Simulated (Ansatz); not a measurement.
C2H8SiZn, SMILES [Zn]([CH2]C)[SiH3].

The structure is a stationary point at TPSSh-D3(BJ)/def2-SVP. The structure was generated by enumeration; whether it is a known compound was not checked. Other conformers were not sampled.

Two levels are set side by side: PBE/def2-SVPD (Ansatz, a first-principles code) and CAM-B3LYP/def2-SVPD (Ansatz). Energy differences of separate SCF runs at the same geometry; the states with an electron removed or added have multiplicity 2 and 2. Differences are taken from unrounded values.

| quantity | CAM-B3LYP | PBE | PBE minus CAM-B3LYP |
|---|---|---|---|
| vertical ionisation energy (eV) | 8.69 | 8.37 | -0.32 |
| vertical singlet–triplet gap (eV) | 4.43 | 3.99 | -0.44 |
